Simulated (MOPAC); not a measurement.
Input file for MOPAC: PM3 on H4IP (a complex).

```
PM3 1SCF PRECISE CHARGE=0 THREADS=1
H4IP

P     -0.45874162 1     0.10216206 1     0.23450807 1
H      0.05374564 1    -1.06701179 1    -0.37814105 1
H     -1.74795091 1    -0.02484158 1    -0.33713216 1
H      0.02511990 1     0.97796109 1    -0.76738349 1
I      0.08468098 1     0.88053868 1     4.33769672 1
H     -0.12517604 1     0.58017426 1     2.74866410 1
```

Program output:

```
*******************************************************************************
 **                                                                           **
 **                              MOPAC v23.2.5                                **
 **                                                                           **
 *******************************************************************************
 ** MOPAC's Digital Object Identifier: https://doi.org/10.5281/zenodo.6511958 **
 **                                                                           **
 ** Please cite the open-source release paper for use of this MOPAC version:  **
 ** J. E. Moussa and J. J. P. Stewart (2026)                                  **
 ** MOPAC: An open-source semiempirical molecular orbital program             **
 ** J. Open Source Softw., 11(119), 8025, https://doi.org/10.21105/joss.08025 **
 *******************************************************************************

                              PM3 CALCULATION RESULTS

 *******************************************************************************
 *  PM3        - The PM3 Hamiltonian to be used
 *
 *
 *
 *                 CHARGE ON SYSTEM = 0
 *
 *
 *
 *  PRECISE    - TIGHTER CRITERIA TO BE USED
 *  1SCF       - DO 1 SCF AND THEN STOP
 *  THREADS=1  - MULTI-THREADING NOT USED
 *  T=         - A TIME OF 172800.0 SECONDS REQUESTED
 *  DUMP=N     - RESTART FILE WRITTEN EVERY 7200.0 SECONDS REQUESTED
 *******************************************************************************
PM3 1SCF PRECISE CHARGE=0 THREADS=1
 H4IP

   ATOM   CHEMICAL          X               Y               Z
  NUMBER   SYMBOL      (ANGSTROMS)     (ANGSTROMS)     (ANGSTROMS)

     1       P         -0.45874162  *   0.10216206  *   0.23450807  *
     2       H          0.05374564  *  -1.06701179  *  -0.37814105  *
     3       H         -1.74795091  *  -0.02484158  *  -0.33713216  *
     4       H          0.02511990  *   0.97796109  *  -0.76738349  *
     5       I          0.08468098  *   0.88053868  *   4.33769672  *
     6       H         -0.12517604  *   0.58017426  *   2.74866410  *



          CARTESIAN COORDINATES

    NO.       ATOM           X           Y           Z

     1         P         -0.4587      0.1022      0.2345
     2         H          0.0537     -1.0670     -0.3781
     3         H         -1.7480     -0.0248     -0.3371
     4         H          0.0251      0.9780     -0.7674
     5         I          0.0847      0.8805      4.3377
     6         H         -0.1252      0.5802      2.7487

  H: (PM3): J. J. P. STEWART, J. COMP. CHEM. 10, 209 (1989).
  P: (PM3): J. J. P. STEWART, J. COMP. CHEM. 10, 209 (1989).
  I: (PM3): J. J. P. STEWART, J. COMP. CHEM. 10, 209 (1989).

           Empirical Formula: H4 P I  =     6 atoms



      MOLECULAR POINT GROUP   :   C3v


      RHF CALCULATION, NO. OF DOUBLY OCCUPIED LEVELS = 8


 -------------------------------------------------------------------------------
 PM3 1SCF PRECISE CHARGE=0 THREADS=1
 H4IP



     1SCF WAS SPECIFIED, SO BFGS WAS NOT USED
     SCF FIELD WAS ACHIEVED


                              PM3 CALCULATION
                                                       MOPAC v23.2.5 Linux




          FINAL HEAT OF FORMATION =         27.21634 KCAL/MOL =     113.87315 KJ/MOL


          COSMO AREA              =        120.99 SQUARE ANGSTROMS
          COSMO VOLUME            =        101.27 CUBIC ANGSTROMS

          IONIZATION POTENTIAL    =          9.576021 EV
          HOMO LUMO ENERGIES (EV) =         -9.576 -0.380
          NO. OF FILLED LEVELS    =          8
          MOLECULAR WEIGHT        =        161.9099         POINT GROUP:  C3v

          MOLECULAR DIMENSIONS (Angstroms)

            Atom       Atom       Distance
            I     5    H     4     5.10636
            H     3    H     2     2.08180
            H     4    H     3     1.75136


          SCF CALCULATIONS        =          1





   ATOM   CHEMICAL          X               Y               Z
  NUMBER   SYMBOL      (ANGSTROMS)     (ANGSTROMS)     (ANGSTROMS)

     1       P         -0.45874162  *   0.10216206  *   0.23450807  *
     2       H          0.05374564  *  -1.06701179  *  -0.37814105  *
     3       H         -1.74795091  *  -0.02484158  *  -0.33713216  *
     4       H          0.02511990  *   0.97796109  *  -0.76738349  *
     5       I          0.08468098  *   0.88053868  *   4.33769672  *
     6       H         -0.12517604  *   0.58017426  *   2.74866410  *

                             CARTESIAN COORDINATES

   1    P       -0.458741620     0.102162060     0.234508070
   2    H        0.053745640    -1.067011790    -0.378141050
   3    H       -1.747950910    -0.024841580    -0.337132160
   4    H        0.025119900     0.977961090    -0.767383490
   5    I        0.084680980     0.880538680     4.337696720
   6    H       -0.125176040     0.580174260     2.748664100


           Empirical Formula: H4 P I  =     6 atoms



      MOLECULAR POINT GROUP   :   C3v


                  EIGENVALUES
 -26.19393 -14.46519 -12.80940 -12.80886 -12.37324  -9.80681  -9.80681  -9.57602
  -0.37970   1.00066   1.00084   1.17035


              NET ATOMIC CHARGES AND DIPOLE CONTRIBUTIONS

  ATOM NO.   TYPE          CHARGE      No. of ELECS.   s-Pop       p-Pop
    1          P           0.462374        4.5376     1.67488     2.86275
    2          H          -0.137055        1.1371     1.13706
    3          H          -0.137053        1.1371     1.13705
    4          H          -0.136999        1.1370     1.13700
    5          I          -0.196343        7.1963     1.94922     5.24712
    6          H           0.145077        0.8549     0.85492
 DIPOLE           X         Y         Z       TOTAL
 POINT-CHG.    -0.087    -0.124    -0.679     0.695
 HYBRID        -0.345    -0.494    -2.574     2.644
 SUM           -0.432    -0.618    -3.253     3.339


          ATOMIC ORBITAL ELECTRON POPULATIONS

     Atom    s        px        py        pz
    1  P   1.67488   0.83341   0.84028   1.18905
    2  H   1.13706
    3  H   1.13705
    4  H   1.13700
    5  I   1.94922   1.98753   1.97446   1.28514
    6  H   0.85492

 **********************
 *                    *
 * JOB ENDED NORMALLY *
 *                    *
 **********************




 == MOPAC DONE ==
```

The run finished.

Cost: roughly 0.03 core-seconds.
